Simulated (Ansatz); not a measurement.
C$_{5}$H$_{3}$O$_{5}$PW, SMILES `[O+]#[C][W-6]([PH3+])([C]#[O+])([C]#[O+])([C]#[O+])[C]#[O+]`. Total charge 0; spin multiplicity 1. W: def2 effective core potential. The geometry is a stationary point of PBE0-D4/def2-TZVP. It is one conformer, not always the lowest.

```xyz
15

O     2.931   -0.898    1.012
C     1.881   -0.734    0.597
W    -0.007   -0.438   -0.147
P     0.050    1.926    0.634
C    -1.896   -0.135   -0.888
O    -2.946    0.028   -1.301
C    -0.806   -0.998    1.658
O    -1.252   -1.315    2.659
C     0.791    0.128   -1.949
O     1.234    0.445   -2.951
C    -0.064   -2.355   -0.771
O    -0.098   -3.441   -1.125
H     0.270    2.975   -0.287
H    -1.087    2.480    1.263
H     1.000    2.333    1.597
```

**Question.** What is the dipole moment at r2SCAN/def2-TZVPP? (Estimate.)

**Answer.** Computed: 4.00 D, with components (0.12, 3.80, 1.24) D in this frame, pointing from negative to positive charge.

**Question.** And with PBE, B3LYP, ωB97M-V? (Estimate.)

**Answer.** The calculation gave: PBE 3.84 D, B3LYP 3.96 D, ωB97M-V 3.80 D.

**Question.** Give the Mulliken charges with r2SCAN, PBE, ωB97M-V in def2-TZVPP. (Best estimate.)

**Answer.** The calculation gave: 
| atom | r2SCAN | PBE | ωB97M-V |
| --- | --- | --- | --- |
| O1 | -0.10 | -0.03 | -0.08 |
| C2 | 0.11 | 0.07 | 0.14 |
| W3 | -0.14 | -0.30 | -0.50 |
| P4 | 0.07 | -0.01 | 0.04 |
| C5 | 0.10 | 0.07 | 0.14 |
| O6 | -0.10 | -0.03 | -0.08 |
| C7 | 0.10 | 0.07 | 0.13 |
| O8 | -0.10 | -0.03 | -0.08 |
| C9 | 0.11 | 0.07 | 0.14 |
| O10 | -0.10 | -0.03 | -0.08 |
| C11 | 0.03 | -0.01 | 0.05 |
| O12 | -0.12 | -0.05 | -0.10 |
| H13 | 0.04 | 0.07 | 0.09 |
| H14 | 0.05 | 0.07 | 0.09 |
| H15 | 0.04 | 0.07 | 0.09 |

B3LYP here is the variant with VWN-RPA as its local correlation; programs differ in this.
